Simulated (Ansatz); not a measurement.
Consider the formal exchange of groups at the Si–Ge bond: `F[Si]1([GeH3])CS1` + SiH₄ → `F[Si]1([SiH3])CS1` + GeH₄.

Gas-phase electronic energies from Ansatz, PBE0-D4/def2-TZVP geometries. CCSD(T)/CBS is the MP2 limit (def2-TZVPP, def2-QZVPP) plus CCSD(T) − MP2 in def2-TZVPP, frozen cores. This one scheme is used for every species. Functionals use def2-TZVPP. B3LYP here is the variant with VWN-RPA as its local correlation; programs differ in this. For Ge outer-core shells are correlated without core-valence functions, which leaves a few kJ/mol of doubt a bond. Scalar relativity is left out up to krypton.

| level | ΔE (kJ/mol) | difference from CCSD(T)/CBS |
| --- | --- | --- |
| r2SCAN-D4 | 12.5 | -3.5 |
| B3LYP-D4 | 14.5 | -1.5 |
| B2PLYP | 15.6 | -0.4 |
| PBE | 10.5 | -5.5 |
| B3LYP | 14.3 | -1.7 |
| MP2/def2-TZVPP | 18.7 | 2.7 |
| HF/def2-QZVPP | 14.1 | -1.9 |
| MP2/def2-QZVPP | 18.5 | 2.5 |
| SCS-MP2/def2-QZVPP | 17.6 | 1.6 |
| MP2/CBS(def2) | 18.9 | 2.9 |
| CCSD(T)/CBS | 16.0 | 0 |

Largest T1 diagnostic among the species: 0.013.
